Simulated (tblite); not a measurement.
Isomers of C5H11NOSi. Calculated harmonic vibrations of the isolated species, GFN2-xTB (tblite), most abundant isotopes, no scaling. This tight-binding method is rough: wavenumbers can miss measured ones by several per cent, in bad cases by 10 to 20. Modes of hydrogen on silicon can be 10 to 20 % off. One conformer each.

Electronic energies: GFN2-xTB at the same geometries; isomer energies are rough at this level and their order can be wrong.

```
                SMILES  electronic energy, lowest = 0 (kcal/mol)
     C=C(CNC=O)[SiH2]C                                      49.2
    CC(=O)NC1C[SiH2]C1                                      29.5
    CC(C)(CC#N)O[SiH3]                                       3.6
     C=CO[Si@@H]1CCCN1                                       0.0
CNC(=O)[C@H]1CC[SiH2]1                                      31.9
C=N[SiH2][C@@H](C)CC=O                                      50.2
```

Question: How do GFN2-xTB zero-point energies change the relative energies?

Answer: 
```
                SMILES  ZPE (kcal/mol)  of it from modes above 1550 cm⁻¹  electronic (kcal/mol)  with ZPE, lowest = 0 (kcal/mol)  lowest mode (cm⁻¹)  rings
     C=CO[Si@@H]1CCCN1            96.6                              49.3                    0.0                              0.9                  48      1
    CC(C)(CC#N)O[SiH3]            92.1                              47.7                    3.6                              0.0                  24      0
    CC(=O)NC1C[SiH2]C1            94.3                              48.4                   29.5                             28.1                  42      1
CNC(=O)[C@H]1CC[SiH2]1            94.4                              48.1                   31.9                             30.6                  32      1
     C=C(CNC=O)[SiH2]C            92.6                              50.4                   49.2                             46.2                  27      0
C=N[SiH2][C@@H](C)CC=O            92.2                              49.3                   50.2                             46.8                  32      0
```

The zero-point energies span 4.5 kcal/mol, from `CC(C)(CC#N)O[SiH3]` to `C=CO[Si@@H]1CCCN1`. With it `CC(C)(CC#N)O[SiH3]` becomes the lowest.

Question: What do entropy and thermal enthalpy add at 298.15 K and 1 bar (rigid rotor, harmonic oscillator, one conformer each)?

Answer: 
```csv
SMILES,point group,symmetry number,S (cal/(mol K)),H − H(0) (kcal/mol),ZPE + H − H(0) − TS (kcal/mol)
C=CO[Si@@H]1CCCN1,C1,1,97.6,6.68,74.1
CNC(=O)[C@H]1CC[SiH2]1,C1,1,99.2,6.92,71.8
C=C(CNC=O)[SiH2]C,C1,1,104.5,7.47,68.9
C=N[SiH2][C@@H](C)CC=O,C1,1,103.5,7.50,68.9
```

Not tabulated: `CC(C)(CC#N)O[SiH3]` (lowest mode only 24 cm⁻¹); `CC(=O)NC1C[SiH2]C1` (point group not settled).
